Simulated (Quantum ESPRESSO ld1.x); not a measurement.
Question: The aim is the selenium ion Se+ in [Ar] 3d10 4s2 4p3. What will ld1.x (Quantum ESPRESSO 7.5) do with this input?

```
 &input
    zed=34.0,
    iswitch=1,
    rel=2,
    dft='PBE',
    config='[Ar] 3d10 4s2 4p3',
    lsmall=.true.,
    atom='Se',
    prefix='ld1',
    max_out_wfc=37,
    file_charge='ld1.rho',
 /
```

Answer: Harmless. atom and zed name the same element, and the result equals that of the sound run.

Output (excerpt):

```
     Program LD1 v.7.5 starts

     --------------------------- All-electron run ----------------------------

     dirac relativistic calculation

     atomic number is 34.00
     dft =PBE   lsd =0 sic =0 latt =0  beta=0.20 tr2=1.0E-14
     Exchange-correlation= PBE
                           (   1   4   3   4   0   0   0)
     mesh =2017 r(mesh) =  99.64755 a.u. xmin = -8.00 dx = 0.00800
     1 Ry =  13.60569312 eV, c = 137.03599908

     n l j   nl                  e(Ry)          e(Ha)          e(eV)
     Spin orbit split results
     1 0 0.5 1S 1( 2.00)      -919.5744      -459.7872    -12511.4474
     2 0 0.5 2S 1( 2.00)      -118.8370       -59.4185     -1616.8596
     2 1 0.5 2P 1( 2.00)      -106.6850       -53.3425     -1451.5239
     2 1 1.5 2P 1( 4.00)      -103.6156       -51.8078     -1409.7622
     3 0 0.5 3S 1( 2.00)       -16.4476        -8.2238      -223.7808
     3 1 0.5 3P 1( 2.00)       -12.2922        -6.1461      -167.2433
     3 1 1.5 3P 1( 4.00)       -11.8605        -5.9302      -161.3696
     3 2 1.5 3D 1( 4.00)        -4.7021        -2.3511       -63.9755
     3 2 2.5 3D 1( 6.00)        -4.6363        -2.3182       -63.0802
     4 0 0.5 4S 1( 2.00)        -1.9673        -0.9836       -26.7663
     4 1 0.5 4P 1( 2.00)        -1.1490        -0.5745       -15.6328
     4 1 1.5 4P 1( 1.00)        -1.1166        -0.5583       -15.1917
     Averaged results
     1 0     1S 1( 2.00)      -919.5744      -459.7872    -12511.4474
     2 0     2S 1( 2.00)      -118.8370       -59.4185     -1616.8596
     2 1     2P 1( 6.00)      -104.6388       -52.3194     -1423.6827
     3 0     3S 1( 2.00)       -16.4476        -8.2238      -223.7808
     3 1     3P 1( 6.00)       -12.0044        -6.0022      -163.3275
     3 2     3D 1(10.00)        -4.6626        -2.3313       -63.4383
     4 0     4S 1( 2.00)        -1.9673        -0.9836       -26.7663
     4 1     4P 1( 3.00)        -1.1274        -0.5637       -15.3387

     final scf error:  6.2E-15 reached in  40 iterations

     Etot =   -4859.458975 Ry,   -2429.729487 Ha,  -66116.307555 eV

     Ekin =    4976.084151 Ry,    2488.042076 Ha,   67703.073919 eV
     Encl =  -11709.001773 Ry,   -5854.500886 Ha, -159309.084893 eV
     Eh   =    2048.685730 Ry,    1024.342865 Ha,   27873.789346 eV
     Exc  =    -175.227084 Ry,     -87.613542 Ha,   -2384.085927 eV
```

Run on one thread of a shared host, so times are rough (Intel(R) Xeon(R) Processor @ 2.60GHz): 0.66 s of CPU time, 0.96 s wall, 40 iterations on 2017 mesh points, peak memory 31 MiB.
